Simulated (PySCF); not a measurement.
## B(OH)₃, singlet: structure and spectrum

Level of theory: PySCF, B3LYP, basis B def2-TZVP, O def2-TZVP, H def2-TZVP (no relativity, density fitting).

The structure is a minimum.

```xyz
7
charge 0 multiplicity 1, angstrom
B     0.0000    0.0000    0.0000
O     1.3641    0.1257    0.0000
O    -0.7909    1.1185    0.0000
O    -0.5732   -1.2442    0.0000
H     1.8174   -0.7229    0.0000
H    -0.2826    1.9353    0.0000
H    -1.5347   -1.2124    0.0000
```

| Item | Value |
| --- | --- |
| Point group | C3h |
| Bond lengths | B–O 1.370 Å (×3), O–H 0.962 Å (×3) |
| Bond angles | B–O–H 112.8° (×3), O–B–O 120.0° (×3) |
| Highest occupied level | -9.03 eV |
| Rotational symmetry number | 3 |
| Heat capacity Cp at 298.15 K | 71.9 J/(mol K) |
| Principal polarisabilities | 19.0, 28.6, 28.6 bohr³ |
| Lowest empty level | 0.18 eV |
| Rotational constants | 0.3318, 0.3318, 0.1659 cm⁻¹ |
| Principal quadrupole moments (Buckingham, traceless) about the centre of mass | -2.65, 1.32, 1.32 D Å |
| Dipole moment | 0.00 D |
| Enthalpy at 298.15 K above 0 K | 13.96 kJ/mol |
| Atomisation energy without zero-point energy | 3030 kJ/mol |
| Entropy at 298.15 K and 1 bar | 270.5 J/(mol K) |
| Zero-point energy | 127.9 kJ/mol |

Harmonic modes (masses in u: B 11.009, O 15.995, H 1.008):
| symmetry | ω (cm⁻¹) | IR (km/mol, summed over degenerate members) | μ (u) |
| --- | --- | --- | --- |
| e' | 429 | 57.9 | 3.59 |
| a'' | 441 | 332 | 1.06 |
| e'' | 532 | 0.0 | 1.13 |
| a'' | 672 | 86.7 | 11.30 |
| a' | 876 | 0.0 | 5.69 |
| e' | 1013 | 349 | 1.41 |
| a' | 1018 | 0.0 | 1.21 |
| e' | 1446 | 816 | 6.14 |
| e' | 3844 | 206 | 1.06 |
| a' | 3845 | 0.0 | 1.07 |

In C3h the vibrations span 4e' + 2a'' + e'' + 3a'. The a', e'' modes carry no infrared intensity, as symmetry demands.

Charges (e):
```tsv
atom	Mulliken	Löwdin	polar tensor	Mayer order to B1
B1	0.37	-1.13	1.41	–
O2,3,4	-0.45	0.16	-0.77	1.29
H5,6,7	0.33	0.21	0.30	0.02
```
Other Mayer orders above 0.3: O–H 0.88 (×3).

Mulliken populations on B1: s 2.68, p 1.54, d 0.35, f 0.06.

Other isomers or separated fragments may lie lower.

The final relaxation and frequency run took 40 s on 4 threads of a shared Arm Neoverse V1 host, with 142 basis functions and 14 gradients; the process peaked at 2.1 GiB. Launch command: `OMP_NUM_THREADS=4 python axn.py task.json out`.
